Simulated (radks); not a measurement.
Spherical quantum dot in the effective-mass picture: electrons in a well V = -V0 / (1 + exp((r - R)/a)) with V0 = 8.99, R = 3.49, a = 0.39, all in effective atomic units (hartree* = m*/eps^2 hartree, bohr* = eps/m* bohr), one dielectric constant everywhere. Method: non-relativistic Kohn-Sham, LDA (Slater exchange, Perdew-Wang correlation), spin-polarised, spherical densities; computed with a radial shooting solver with Libxc functionals. Levels are named by radial order and angular momentum (1s, 1p, 1d, 2s, ...), and open shells are averaged over m. Results are scaled to m* = 0.045 and eps = 14.9, for which hartree* = 5.516 meV and bohr* = 17.52 nm.

N = 13, configuration 1s2 1p6 1d(up 5, down 0). This is the lowest configuration that the search found. Occupied and some empty levels:

| level | occupation | eigenvalue (meV) | <r> (nm) |
|---|---|---|---|
| 1s up | 1 | -17.858 | 35.08 |
| 1s down | 1 | -17.400 | 34.70 |
| 1p up | 3 | -16.112 | 38.69 |
| 1p down | 3 | -15.607 | 38.59 |
| 1d up | 5 | -13.539 | 41.50 |
| 1d down | 0 | -13.018 | 41.52 |
| 2s up | 0 | -10.714 | 31.30 |
| 2s down | 0 | -10.439 | 31.41 |
| 1f up | 0 | -10.315 | 43.86 |
| 1f down | 0 | -9.7971 | 43.95 |
| 2p up | 0 | -6.9662 | 36.54 |
| 2p down | 0 | -6.6386 | 36.54 |

Energy (meV): total -377.925, kinetic 57.480, external -594.94, Hartree 188.90, exchange-correlation -29.362.
